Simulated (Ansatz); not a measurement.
Z-matrix (Å, degrees):
```
N
H 1 1.0170
H 1 1.0329 2 106.56
C 1 1.4877 2 111.59 3 121.58
H 4 1.0758 1 117.04 2 -69.16
C 4 1.3862 5 131.14 1 150.05
H 6 1.0777 4 124.07 5 21.98
C 6 1.3948 7 125.56 4 -176.77
H 8 1.0777 6 125.56 7 0.00
C 8 1.3862 9 124.07 6 -176.77
H 10 1.0758 8 131.13 9 -22.00
```
Charge 0, spin multiplicity 2.

The numbers are results of frozen-core CCSD(T)/cc-pVTZ // CAM-B3LYP-D3(BJ)/def2-TZVP (Ansatz, a program for electronic structure), not measurements.

The HF energy is -209.34664 Ha and the MP2 correlation energy is -0.84728 Ha.

Q: Estimate the CCSD correlation energy, the (T) correction, the total energy and the T1 diagnostic.

A: 
```json
{
  "CCSD correlation energy": "-0.87951 Ha",
  "(T) correction": "-0.04241 Ha",
  "CCSD(T) total energy": "-210.26856 Ha",
  "T1 diagnostic": "0.019"
}
```
